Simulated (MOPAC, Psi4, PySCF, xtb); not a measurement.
Torsional profile of CH6OSi, SMILES OC[SiH3]. Scanned: dihedral H4–O1–C2–Si3; all other coordinates were relaxed at GFN2-xTB. Points at φ and −φ are mirror images. Heavy atoms are numbered in the order of the SMILES OC[SiH3], hydrogens after them in the order of the atoms that carry them; the mirror image has the same energies with the sign of each dihedral reversed.

- RMP2/6-31G* = restricted MP2 (frozen core)/6-31G*, spherical d // GFN2-xTB (PySCF)
- PM7, restricted, heats of formation // GFN2-xTB (MOPAC)
- GFN1-xTB // GFN2-xTB (xtb)
- MP2/cc-pVTZ = Psi4 with DF-MP2 (frozen core)/cc-pVTZ // GFN2-xTB

Energies relative to the lowest point of each profile, in eV; the last columns give the difference from MP2:

```json
[
 {"φ / °": "-160", "RMP2/6-31G*": "0.012", "PM7": "0.008", "GFN1-xTB": "0.004", "MP2/cc-pVTZ": "0.011", "RMP2/6-31G* − MP2/cc-pVTZ": "0.001", "PM7 − MP2/cc-pVTZ": "-0.003", "GFN1-xTB − MP2/cc-pVTZ": "-0.007"},
 {"φ / °": "-140", "RMP2/6-31G*": "0.039", "PM7": "0.025", "GFN1-xTB": "0.016", "MP2/cc-pVTZ": "0.036", "RMP2/6-31G* − MP2/cc-pVTZ": "0.003", "PM7 − MP2/cc-pVTZ": "-0.011", "GFN1-xTB − MP2/cc-pVTZ": "-0.019"},
 {"φ / °": "-120", "RMP2/6-31G*": "0.056", "PM7": "0.033", "GFN1-xTB": "0.031", "MP2/cc-pVTZ": "0.053", "RMP2/6-31G* − MP2/cc-pVTZ": "0.003", "PM7 − MP2/cc-pVTZ": "-0.020", "GFN1-xTB − MP2/cc-pVTZ": "-0.022"},
 {"φ / °": "-100", "RMP2/6-31G*": "0.043", "PM7": "0.032", "GFN1-xTB": "0.037", "MP2/cc-pVTZ": "0.046", "RMP2/6-31G* − MP2/cc-pVTZ": "-0.002", "PM7 − MP2/cc-pVTZ": "-0.014", "GFN1-xTB − MP2/cc-pVTZ": "-0.008"},
 {"φ / °": "-80", "RMP2/6-31G*": "0.020", "PM7": "0.039", "GFN1-xTB": "0.040", "MP2/cc-pVTZ": "0.026", "RMP2/6-31G* − MP2/cc-pVTZ": "-0.006", "PM7 − MP2/cc-pVTZ": "0.013", "GFN1-xTB − MP2/cc-pVTZ": "0.014"},
 {"φ / °": "-60", "RMP2/6-31G*": "0.020", "PM7": "0.068", "GFN1-xTB": "0.052", "MP2/cc-pVTZ": "0.020", "RMP2/6-31G* − MP2/cc-pVTZ": "0.000", "PM7 − MP2/cc-pVTZ": "0.048", "GFN1-xTB − MP2/cc-pVTZ": "0.032"},
 {"φ / °": "-40", "RMP2/6-31G*": "0.054", "PM7": "0.116", "GFN1-xTB": "0.075", "MP2/cc-pVTZ": "0.037", "RMP2/6-31G* − MP2/cc-pVTZ": "0.017", "PM7 − MP2/cc-pVTZ": "0.079", "GFN1-xTB − MP2/cc-pVTZ": "0.038"},
 {"φ / °": "-20", "RMP2/6-31G*": "0.103", "PM7": "0.159", "GFN1-xTB": "0.096", "MP2/cc-pVTZ": "0.066", "RMP2/6-31G* − MP2/cc-pVTZ": "0.037", "PM7 − MP2/cc-pVTZ": "0.093", "GFN1-xTB − MP2/cc-pVTZ": "0.030"},
 {"φ / °": "0", "RMP2/6-31G*": "0.126", "PM7": "0.176", "GFN1-xTB": "0.105", "MP2/cc-pVTZ": "0.080", "RMP2/6-31G* − MP2/cc-pVTZ": "0.046", "PM7 − MP2/cc-pVTZ": "0.096", "GFN1-xTB − MP2/cc-pVTZ": "0.025"},
 {"φ / °": "20", "RMP2/6-31G*": "0.103", "PM7": "0.159", "GFN1-xTB": "0.096", "MP2/cc-pVTZ": "0.066", "RMP2/6-31G* − MP2/cc-pVTZ": "0.037", "PM7 − MP2/cc-pVTZ": "0.093", "GFN1-xTB − MP2/cc-pVTZ": "0.030"},
 {"φ / °": "40", "RMP2/6-31G*": "0.054", "PM7": "0.116", "GFN1-xTB": "0.075", "MP2/cc-pVTZ": "0.037", "RMP2/6-31G* − MP2/cc-pVTZ": "0.017", "PM7 − MP2/cc-pVTZ": "0.079", "GFN1-xTB − MP2/cc-pVTZ": "0.038"},
 {"φ / °": "60", "RMP2/6-31G*": "0.020", "PM7": "0.068", "GFN1-xTB": "0.052", "MP2/cc-pVTZ": "0.020", "RMP2/6-31G* − MP2/cc-pVTZ": "0.000", "PM7 − MP2/cc-pVTZ": "0.048", "GFN1-xTB − MP2/cc-pVTZ": "0.032"},
 {"φ / °": "80", "RMP2/6-31G*": "0.020", "PM7": "0.039", "GFN1-xTB": "0.040", "MP2/cc-pVTZ": "0.026", "RMP2/6-31G* − MP2/cc-pVTZ": "-0.006", "PM7 − MP2/cc-pVTZ": "0.013", "GFN1-xTB − MP2/cc-pVTZ": "0.014"},
 {"φ / °": "100", "RMP2/6-31G*": "0.043", "PM7": "0.032", "GFN1-xTB": "0.037", "MP2/cc-pVTZ": "0.046", "RMP2/6-31G* − MP2/cc-pVTZ": "-0.002", "PM7 − MP2/cc-pVTZ": "-0.014", "GFN1-xTB − MP2/cc-pVTZ": "-0.008"},
 {"φ / °": "120", "RMP2/6-31G*": "0.056", "PM7": "0.033", "GFN1-xTB": "0.031", "MP2/cc-pVTZ": "0.053", "RMP2/6-31G* − MP2/cc-pVTZ": "0.003", "PM7 − MP2/cc-pVTZ": "-0.020", "GFN1-xTB − MP2/cc-pVTZ": "-0.022"},
 {"φ / °": "140", "RMP2/6-31G*": "0.039", "PM7": "0.025", "GFN1-xTB": "0.016", "MP2/cc-pVTZ": "0.036", "RMP2/6-31G* − MP2/cc-pVTZ": "0.003", "PM7 − MP2/cc-pVTZ": "-0.011", "GFN1-xTB − MP2/cc-pVTZ": "-0.019"},
 {"φ / °": "160", "RMP2/6-31G*": "0.012", "PM7": "0.008", "GFN1-xTB": "0.004", "MP2/cc-pVTZ": "0.011", "RMP2/6-31G* − MP2/cc-pVTZ": "0.001", "PM7 − MP2/cc-pVTZ": "-0.003", "GFN1-xTB − MP2/cc-pVTZ": "-0.007"},
 {"φ / °": "180", "RMP2/6-31G*": "0.000", "PM7": "0.000", "GFN1-xTB": "0.000", "MP2/cc-pVTZ": "0.000", "RMP2/6-31G* − MP2/cc-pVTZ": "0.000", "PM7 − MP2/cc-pVTZ": "0.000", "GFN1-xTB − MP2/cc-pVTZ": "0.000"}
]
```

RMP2/6-31G* is furthest from MP2/cc-pVTZ at 0 (0.046 eV, above); its mean absolute difference over the points is 0.010 eV.

PM7 is furthest from MP2/cc-pVTZ at 0 (0.096 eV, above); its mean absolute difference over the points is 0.036 eV.

GFN1-xTB is furthest from MP2/cc-pVTZ at -40 (0.038 eV, above); its mean absolute difference over the points is 0.020 eV.
